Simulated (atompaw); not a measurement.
Ranking PAW (atompaw) potentials for promethium

All share these settings but for the change named:

- Element: Pm (Z = 61)
- Generator: atompaw 4.2.0.5
- Type: PAW
- Functional: PBEsol
- Relativity: scalar-relativistic
- Frozen core: [Kr] 4d10
- Valence charge: 15
- Reference configuration: 4f5 5s2 5p6 5d0.5 6s1.5 6p0
- Partial waves: 5s (bound): rc 1.80 bohr; 6s (bound): rc 2.90 bohr; 5p (bound): rc 2.65 bohr; 6p (bound, empty): rc 3.00 bohr; 5d (bound): rc 3.00 bohr; 5d channel at 4.05 Ry: rc 3.00 bohr; 4f (bound): rc 1.15 bohr; 4f channel at 1.05 Ry: rc 1.15 bohr
- Local potential: ultrasoft scheme with l = 4 at 1 Ry, radius 2.60 bohr
- Core correction: smooth core density matched at 2.25 bohr
- Augmentation charge: besselshape compensation charge, radius 2.95 bohr; PAW radius 3.00 bohr; waves and projectors: modrrkj vanderbiltortho

Cutoff: the first of the cutoffs (Ry, on a coarse ladder) from which the occupation-weighted sum of valence levels, in a spherical-Bessel basis at the reference potential, stays within 10 and 1 mRy of its value at 400 Ry; the density cutoff is not measured.

The base gives 100 Ry.

Of 7 variants that were run, those that failed, showed a ghost or another fault, or gave nearly equal values are left out.

A variant can come out equal or close to the base.

Q: Rank these variants from softest to hardest (loose cutoff).
A. wave 4f channel at 1.05 Ry: rc 1.15 bohr becomes 4f channel at 1.05 Ry: rc 1.66 bohr
B. core [Kr] 4d10 4f4, valence charge 11; reference 5s2 5p6 5d1 6s2 6p0; waves now 5s (bound): rc 2.20 bohr; 6s (bound): rc 2.70 bohr; 5p (bound): rc 1.75 bohr; 6p (bound): rc 2.70 bohr; 5d (bound): rc 2.70 bohr; 5d channel at 4.3 Ry: rc 2.55 bohr; local potential ultrasoft scheme with l = 3 at 1 Ry, radius 2.40 bohr; core correction smooth core density matched at 1.45 bohr; augmentation besselshape compensation charge, radius 2.00 bohr; PAW radius 2.70 bohr; waves and projectors: modrrkj vanderbiltortho
C. local potential bessel scheme, radius 2.60 bohr

A: B (15 Ry), C (100 Ry), A (140 Ry).
